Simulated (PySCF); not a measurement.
# Computed spin Hamiltonian

C₈H₁₂ (charge +1 and doublet state).
Structure used (PBE0-D3(BJ)/def2-SVP), in Å, numbered top down from 1:
```
atom  x, y, z in Å
C1     2.416    0.165   -0.608
C2     1.020   -0.162   -0.338
C3     0.031   -0.576   -1.278
C4    -1.228   -0.758   -0.547
C5    -1.658    0.722   -0.208
C6    -0.593    1.180    0.811
C7     0.327   -0.082    0.970
C8    -0.706   -1.215    0.830
H9     2.647    0.262   -1.676
H10    3.041   -0.651   -0.189
H11    2.725    1.064   -0.050
H12    0.185   -0.649   -2.359
H13   -2.008   -1.342   -1.050
H14   -2.667    0.672    0.227
H15   -1.720    1.362   -1.099
H16   -0.037    2.071    0.488
H17   -1.024    1.408    1.796
H18    0.977   -0.057    1.852
H19   -0.256   -2.218    0.814
H20   -1.482   -1.176    1.609
```

The hyperfine couplings belong to this conformer and change with its torsions.

As a line formula: `C[C+]1[CH][C@@H]2CC[C@H]1C2` [radical] (charge +1).

Theory: UKS B3LYP, IGLO-III on C, pcH-1 on H, non-relativistic, mean-field spin-orbit, GIAO (PySCF). Geometry: PBE0-D3(BJ)/def2-SVP; no solvent, vibrations or thermal averaging. No stability test was run, so a lower SCF solution isn't excluded.

| Quantity | Value |
| --- | --- |
| g1, g2, g3 | 2.00221, 2.00231, 2.00341 |
| g_iso | 2.00264 |
| Form of g | close to axial: the two nearest values differ by 8 % of g3 − g1 |
| ⟨S²⟩ | 0.7531 (exact 0.7500) |
| α and β electrons | 30, 29 |
| Total energy | -311.86565 Eh |

Hyperfine couplings atom by atom, in MHz; T1 to T3 are the principal values of the dipolar part; ρ(0) is the spin density at the nucleus:

```json
{"atom": "C1", "isotope": "13C", "a_iso": "-13.1", "T1": "-3.5", "T2": "-0.9", "T3": "4.4", "Mulliken spin population": "-0.02", "ρ(0) (bohr⁻³)": "-0.0117"}
{"atom": "C2", "isotope": "13C", "a_iso": "16.8", "T1": "-31.5", "T2": "-28.0", "T3": "59.4", "Mulliken spin population": "0.37", "ρ(0) (bohr⁻³)": "0.0149"}
{"atom": "C3", "isotope": "13C", "a_iso": "32.0", "T1": "-42.9", "T2": "-40.6", "T3": "83.5", "Mulliken spin population": "0.52", "ρ(0) (bohr⁻³)": "0.0285"}
{"atom": "C4", "isotope": "13C", "a_iso": "-14.1", "T1": "-4.3", "T2": "-1.2", "T3": "5.5", "Mulliken spin population": "-0.04", "ρ(0) (bohr⁻³)": "-0.0125"}
{"atom": "C5", "isotope": "13C", "a_iso": "43.5", "T1": "-7.2", "T2": "-6.8", "T3": "14.0", "Mulliken spin population": "0.06", "ρ(0) (bohr⁻³)": "0.0387"}
{"atom": "C6", "isotope": "13C", "a_iso": "25.7", "T1": "-4.3", "T2": "-3.5", "T3": "7.9", "Mulliken spin population": "0.04", "ρ(0) (bohr⁻³)": "0.0229"}
{"atom": "C7", "isotope": "13C", "a_iso": "-9.6", "T1": "-3.2", "T2": "-0.2", "T3": "3.4", "Mulliken spin population": "-0.03", "ρ(0) (bohr⁻³)": "-0.0085"}
{"atom": "C8", "isotope": "13C", "a_iso": "38.7", "T1": "-4.1", "T2": "-4.0", "T3": "8.2", "Mulliken spin population": "0.03", "ρ(0) (bohr⁻³)": "0.0344"}
{"atom": "H9", "isotope": "1H", "a_iso": "8.0", "T1": "-3.6", "T2": "-1.7", "T3": "5.3", "Mulliken spin population": "0.00", "ρ(0) (bohr⁻³)": "0.0018"}
{"atom": "H10", "isotope": "1H", "a_iso": "105.2", "T1": "-4.3", "T2": "-2.6", "T3": "6.9", "Mulliken spin population": "0.04", "ρ(0) (bohr⁻³)": "0.0235"}
{"atom": "H11", "isotope": "1H", "a_iso": "51.8", "T1": "-3.7", "T2": "-2.0", "T3": "5.7", "Mulliken spin population": "0.02", "ρ(0) (bohr⁻³)": "0.0116"}
{"atom": "H12", "isotope": "1H", "a_iso": "-35.7", "T1": "-20.4", "T2": "-3.5", "T3": "23.9", "Mulliken spin population": "-0.02", "ρ(0) (bohr⁻³)": "-0.0080"}
{"atom": "H13", "isotope": "1H", "a_iso": "15.9", "T1": "-3.5", "T2": "-2.8", "T3": "6.4", "Mulliken spin population": "0.01", "ρ(0) (bohr⁻³)": "0.0036"}
{"atom": "H14", "isotope": "1H", "a_iso": "18.4", "T1": "-4.2", "T2": "-1.6", "T3": "5.7", "Mulliken spin population": "0.01", "ρ(0) (bohr⁻³)": "0.0041"}
{"atom": "H15", "isotope": "1H", "a_iso": "-2.6", "T1": "-5.0", "T2": "-2.2", "T3": "7.2", "Mulliken spin population": "0.00", "ρ(0) (bohr⁻³)": "-0.0006"}
{"atom": "H16", "isotope": "1H", "a_iso": "-1.6", "T1": "-3.4", "T2": "-2.0", "T3": "5.4", "Mulliken spin population": "0.00", "ρ(0) (bohr⁻³)": "-0.0003"}
{"atom": "H17", "isotope": "1H", "a_iso": "2.7", "T1": "-3.1", "T2": "-1.2", "T3": "4.3", "Mulliken spin population": "0.00", "ρ(0) (bohr⁻³)": "0.0006"}
{"atom": "H18", "isotope": "1H", "a_iso": "13.0", "T1": "-3.2", "T2": "-2.1", "T3": "5.2", "Mulliken spin population": "0.01", "ρ(0) (bohr⁻³)": "0.0029"}
{"atom": "H19", "isotope": "1H", "a_iso": "-2.2", "T1": "-4.4", "T2": "-2.2", "T3": "6.6", "Mulliken spin population": "0.00", "ρ(0) (bohr⁻³)": "-0.0005"}
{"atom": "H20", "isotope": "1H", "a_iso": "30.2", "T1": "-3.0", "T2": "-1.6", "T3": "4.6", "Mulliken spin population": "0.01", "ρ(0) (bohr⁻³)": "0.0068"}
```

The Mulliken spin populations are largest on C3 (+0.52), C2 (+0.37) and C5 (+0.06). The angles at C3 add up to 359.8°, so it is planar.

The SMILES `C[C+]1[CH][C@@H]2CC[C@H]1C2` draws the unpaired electron on C3, whose computed spin population is only +0.52.

Axes: g2 points within 15° of the C3–C4 bond and g3 points within 5° of the C2–C3 bond.

Under fast tumbling the dipolar parts average out, and these isotropic splittings remain (the largest six): 3 × 1H (H9/H10/H11, I = 1/2, 4 lines) with 1.96 mT, 1 × 1H (H12, I = 1/2, 2 lines) with 1.27 mT, 1 × 1H (H20, I = 1/2, 2 lines) with 1.08 mT, 1 × 1H (H14, I = 1/2, 2 lines) with 0.66 mT, 1 × 1H (H13, I = 1/2, 2 lines) with 0.57 mT and 1 × 1H (H18, I = 1/2, 2 lines) with 0.47 mT.

Means are taken over nuclei equivalent by connectivity, which assumes that they swap fast. The three 1H nuclei of mean +55.0 MHz run from 8.0 to 105.2 MHz in the frozen geometry.

The 13C coupling of C5 (43.5 MHz) shows only in satellite lines or after enrichment, since that isotope makes up about 1.07 % of natural carbon.

Examples of negative spin density at the nucleus (bohr⁻³): C4 (-0.0125), C1 (-0.0117) and C7 (-0.0085).
